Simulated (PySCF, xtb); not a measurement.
Mo(CO)6 (C6MoO6), SMILES [O+]#[C-]->[Mo](<-[C-]#[O+])(<-[C-]#[O+])(<-[C-]#[O+])(<-[C-]#[O+])<-[C-]#[O+], multiplicity 1.

xtb with GFN2-xTB at its own geometry gives an orbital gap of 3.05 eV and a dipole moment of 0.00 D.

The structure is a stationary point at PBE0-D3(BJ)/def2-SVP. The spin state was assumed, not searched. The isomer is the one that the SMILES or the coordinates give; other isomers of the formula were not compared. The def2 effective core potentials stand for the cores of Mo; spin–orbit coupling is left out.

### Question
What does HF/def2-SVP run with PySCF give? (An estimate is asked for; the answer gives what the named calculation found.)

### Answer
gap 10.83 eV (levels -9.11 and 1.72 eV), dipole 0.00 D.
